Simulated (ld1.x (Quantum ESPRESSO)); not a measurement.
## Fe (Z = 26), PAW: configuration errors across variants

| Quantity | Value |
| --- | --- |
| Element | Fe (Z = 26) |
| Generator | ld1.x (Quantum ESPRESSO) 7.5 |
| Type | PAW |
| Functional | LDA (PZ) |
| Relativity | scalar-relativistic |
| Frozen core | [Ne] |
| Valence charge | 16 |
| Reference configuration | 3s2 3p6 3d6 4s2 4p0 |
| Partial waves | 3s (bound): rcut 1.10, rcutus 1.35 bohr; 4s (bound): rcut 1.10, rcutus 1.35 bohr; 3p (bound): rcut 1.20, rcutus 1.35 bohr; 4p (bound, empty): rcut 1.20, rcutus 1.35 bohr; 3d (bound): rcut 0.85, rcutus 1.15 bohr; 3d channel at 3.15 Ry: rcut 0.85, rcutus 1.15 bohr |
| Local potential | all-electron potential smoothed inside 0.95 bohr (lloc = -1) |
| Core correction | Bessel-smoothed model core inside 0.75 bohr |
| Augmentation charge | PSQ, inside the norm-conserving radii |

All-electron excitation energies from the reference (eV): (1) 3s2 3p6 3d6 4s1 4p0 8.981; (2) 3s2 3p6 3d6 4s0 4p0 25.473; (3) 3s2 3p6 3d5 4s0 4p0 60.002; (4) 3s2 3p6 3d6 4s0 4p2 8.613; (5) 3s2 3p6 3d5 4s2 4p0 14.476; (6) 3s2 3p6 3d6 4s1 4p1 4.178; (7) 3s2 3p5 3d6 4s2 4p0 67.585; (8) 3s2 3p6 3d6 4s2 4p0 spin -3.389; (9) 3s2 3p6 3d6 4s1 4p0 spin 4.814.

Spin tests fill each open shell by Hund’s rule, majority spin first.

The overlap operator is not positive definite (basis up to 400 Ry) in “base”, “waves 3p (bound): rcut 1.20, rcutus 1.40 bohr; 4p (bound): rcut 1.20, rcutus 1.40 bohr”, “waves 3p (bound): rcut 1.20, rcutus 1.48 bohr; 4p (bound): rcut 1.20, rcutus 1.48 bohr”, “waves 3p (bound): rcut 1.20, rcutus 1.72 bohr; 4p (bound): rcut 1.20, rcutus 1.72 bohr”. Such files are unfit for use, however small their errors in these radial tests.

1 further variants failed, have other tests or too few solved ones, and are left out.

Errors AE − PS in meV (a dash: test not solved or not reliable):

```tsv
change	(1)	(2)	(3)	(4)	(5)	(6)	(7)	(8)	(9)	bound ghosts
base	-0.7	-1.8	+1.1	-0.3	+4.7	-0.2	-19	-3.0	-3.6	not determined (overlap not positive)
waves 3p (bound): rcut 0.84, rcutus 0.88 bohr; 4p (bound): rcut 0.84, rcutus 0.88 bohr	-0.7	-2.1	-3.1	-0.7	0.0	-0.3	-26	-3.1	-3.9	none
waves 3p (bound): rcut 0.96, rcutus 1.02 bohr; 4p (bound): rcut 0.96, rcutus 1.02 bohr	-0.7	-2.1	-3.1	-0.7	+0.1	-0.3	-25	-2.7	-3.6	none
waves 3p (bound): rcut 1.20, rcutus 1.40 bohr; 4p (bound): rcut 1.20, rcutus 1.40 bohr	-0.5	-1.2	+11	+0.4	+15	-0.1	+1.7	-3.1	-3.4	not determined (overlap not positive)
waves 3p (bound): rcut 1.20, rcutus 1.48 bohr; 4p (bound): rcut 1.20, rcutus 1.48 bohr	-0.1	+0.6	+41	+2.4	+45	+0.3	+47	-1.5	-1.1	not determined (overlap not positive)
waves 3p (bound): rcut 1.20, rcutus 1.72 bohr; 4p (bound): rcut 1.20, rcutus 1.72 bohr	-2.5	-9.6	-204	–	–	–	–	–	–	not determined (overlap not positive)
waves 3p (bound): rcut 1.20, rcutus 1.84 bohr; 4p (bound): rcut 1.20, rcutus 1.84 bohr	-0.8	-2.6	-5.5	-0.4	-3.5	-0.3	-31	-3.8	-4.8	none
```

**Question.** Give the same row for: waves 3p (bound): rcut 1.20, rcutus 2.00 bohr; 4p (bound): rcut 1.20, rcutus 2.00 bohr.

**Answer.** -0.9, -2.8, -6.8, -11821, -5.3, –, -34, -3.8, -5.0; bound ghosts: none. Not counted: 3s2 3p6 3d6 4s1 4p1 (solver errors, printed error -2.6 eV).
